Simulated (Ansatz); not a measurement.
Reactions of C₄H₃F₃, SMILES `FC=CC(F)=CF`.

Calculated with Ansatz (gas phase, PBE0-D4/def2-TZVP geometries, no zero-point term in ΔE). CCSD(T)/CBS is the MP2 limit (def2-TZVPP, def2-QZVPP) plus CCSD(T) − MP2 in def2-TZVPP, frozen cores. This one scheme is used for every species, atoms too. Double bonds are as drawn, so ΔE can hold a change between cis and trans. Functionals use def2-TZVPP. No spin–orbit coupling; open shells (•) take unrestricted orbitals. Spin–orbit coupling would lower the free atoms: a little for C, F. Each species was taken in one conformer, which may not be the lowest.

```tsv
reaction	CCSD(T)/CBS(def2) (kJ/mol)
`F/C=C/C(F)=C\F` → `FC1=C(F)C(F)C1`	19
`F/C=C/C(F)=C\F` → `FC1=C[C@H](F)[C@H]1F`	8
`F/C=C/C(F)=C\F` → `FC1=CC(F)(F)C1`	?
`F/C=C/C(F)=C\F` → 4 C• + 3 F• + 3 H•	4312
`F/C=C/C(F)=C\F` → `C=C(F)C=C(F)F`	-29
`F/C=C/C(F)=C\F` + H₂ → `F/C=C\C=C/F` + H–F	?
```

(1) Fill in the missing values. (Best estimate.)

Largest T1 diagnostic: 0.013, for `F/C=C\C=C/F`.

Results:

(1) Computed: `F/C=C/C(F)=C\F` → `FC1=CC(F)(F)C1`: -28.5 kJ/mol; `F/C=C/C(F)=C\F` + H₂ → `F/C=C\C=C/F` + H–F: -122.4 kJ/mol.
